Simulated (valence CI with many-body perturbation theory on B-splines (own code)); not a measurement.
# Energy levels of Pb LXXVIII

Level of theory: relativistic CI+MBPT: three valence electrons over a frozen Dirac-Fock core [He], a basis of 11 s, 11 p, 9 d, 7 f, 5 g, 2 h, 1 i functions for each j, with the one-electron correlation potential Σ1 (screened to all orders), the two-electron term Σ2, the three-electron term Σ3, Breit, model QED; selected single and double excitations, second order for the rest (own B-spline code, finite nucleus).

The last digits are not significant, and no measured levels were compared; by estimate large intervals hold to a few tenths of a per cent, small ones and those within an open d or f shell to about a per cent.

Levels 1 to 45 of 103, with energies above the lowest level, (2s^2 2p1/2) J=1/2. "Leading %" is the weight of the configuration and term that name the level; weights of strongly mixed levels are sums over their largest components and can fall short. In the jj column 3d3/2^4 stands for four electrons in 3d with j = 3/2. Lifetimes count E1, E2, E3, M1 and M2 decay at the calculated energies, and are blank where another channel may lead or the interval is too uncertain; long ones can be off by a factor of two.

```tsv
No.	Configuration	Term	J	E (eV)	Leading %	Leading jj	Lifetime
1	2s²2p	²P°	1/2	0	100	2s^2 2p1/2 (100 %)	
2	2s2p²	⁴P	1/2	326	48	2s 2p1/2^2 (100 %)	29.3 ps
3	2s²2p	²P°	3/2	2353	99	2s^2 2p3/2 (99 %)	5.38 ps
4	2s2p²	⁴P	3/2	2585	89	2s 2p1/2 2p3/2 (100 %)	2.62 ps
5	2s2p²	²D	5/2	2627	64	2s 2p1/2 2p3/2 (100 %)	84.5 ps
6	2s2p²	²P	1/2	2713	68	2s 2p1/2 2p3/2 (100 %)	28.0 fs
7	2s2p²	²D	3/2	2714	60	2s 2p1/2 2p3/2 (100 %)	30.0 fs
8	2p³	²P°	3/2	3050	49	2p1/2^2 2p3/2 (99 %)	39.9 fs
9	2s2p²	⁴P	5/2	4956	64	2s 2p3/2^2 (100 %)	127 fs
10	2s2p²	²S	1/2	5082	68	2s 2p3/2^2 (100 %)	35.9 fs
11	2s2p²	²P	3/2	5083	58	2s 2p3/2^2 (100 %)	19.0 fs
12	2p³	⁴S°	3/2	5346	56	2p1/2 2p3/2^2 (100 %)	19.5 fs
13	2p³	²D°	5/2	5368	100	2p1/2 2p3/2^2 (100 %)	20.4 fs
14	2p³	²P°	1/2	5436	100	2p1/2 2p3/2^2 (100 %)	18.5 fs
15	2p³	²P°	3/2	7748	51	2p3/2^3 (100 %)	13.1 fs
16	2s²3s	²S	1/2	13569	98	2s^2 3s (98 %)	2.01 fs
17	2s²3p	²P°	1/2	13675	97	2s^2 3p1/2 (97 %)	53.1 fs
18	2s2p3s	⁴P°	1/2	13788	85	2s 2p1/2 3s (99 %)	2.23 fs
19	2s2p3s	⁴P°	3/2	13819	58	2s 2p1/2 3s (100 %)	2.02 fs
20	2s2p3s	²P°	1/2	13856	95	2s 2p1/2 3s (99 %)	2.50 fs
21	2s2p3p	⁴D	1/2	13877	72	2s 2p1/2 3p1/2 (100 %)	3.04 fs
22	2s2p3p	⁴D	3/2	13908	39	2s 2p1/2 3p1/2 (100 %)	1.23 fs
23	2s2p3p	⁴P	1/2	13964	44	2s 2p1/2 3p1/2 (99 %)	2.25 fs
24	2p²3s	⁴P	1/2	14175	45	2p1/2^2 3s (98 %)	2.53 fs
25	2p²3p	²P°	1/2	14258	47	2p1/2^2 3p1/2 (98 %)	753 as
26	2s²3p	²P°	3/2	14370	98	2s^2 3p3/2 (98 %)	42.6 fs
27	2s²3d	²D	3/2	14435	98	2s^2 3d3/2 (98 %)	352 as
28	2s2p3p	⁴P	3/2	14587	31	2s 2p1/2 3p3/2 (100 %)	3.85 fs
29	2s²3d	²D	5/2	14608	61	2s^2 3d5/2 (61 %)	659 as
30	2s2p3p	²D	3/2	14627	42	2s 2p1/2 3p3/2 (100 %)	1.75 fs
31	2s²3d	²D	5/2	14630	38	2s 2p1/2 3p3/2 (61 %)	1.03 fs
32	2s2p3p	²P	1/2	14631	45	2s 2p1/2 3p3/2 (99 %)	1.09 fs
33	2s2p3d	⁴F°	3/2	14640	68	2s 2p1/2 3d3/2 (100 %)	1.37 fs
34	2s2p3d	⁴F°	5/2	14674	38	2s 2p1/2 3d3/2 (99 %)	2.22 fs
35	2s2p3d	²P°	3/2	14693	30	2s 2p1/2 3d3/2 (99 %)	300 as
36	2s2p3d	⁴D°	1/2	14697	52	2s 2p1/2 3d3/2 (100 %)	293 as
37	2s2p3d	⁴P°	5/2	14830	32	2s 2p1/2 3d5/2 (100 %)	406 as
38	2s2p3d	²F°	7/2	14863	42	2s 2p1/2 3d5/2 (100 %)	413 as
39	2s2p3d	²F°	5/2	14876	45	2s 2p1/2 3d5/2 (100 %)	413 as
40	2s2p3d	²P°	3/2	14876	38	2s 2p1/2 3d5/2 (96 %)	423 as
41	2p²3p	²P°	3/2	14971	34	2p1/2^2 3p3/2 (95 %)	1.49 fs
42	2p²3d	²D	3/2	15018	43	2p1/2^2 3d3/2 (98 %)	2.17 fs
43	2p²3d	²D	5/2	15211	37	2p1/2^2 3d5/2 (98 %)	418 as
44	2s2p3s	⁴P°	5/2	16149	100	2s 2p3/2 3s (100 %)	2.98 fs
45	2s2p3s	²P°	3/2	16181	75	2s 2p3/2 3s (100 %)	1.75 fs
```

The ionisation energy to 2s² ¹S0 of the next ion comes out as 23934 eV (NIST: 23940 ± 120 eV (theoretical)). All 103 levels together are meant to be complete up to 17626 eV.
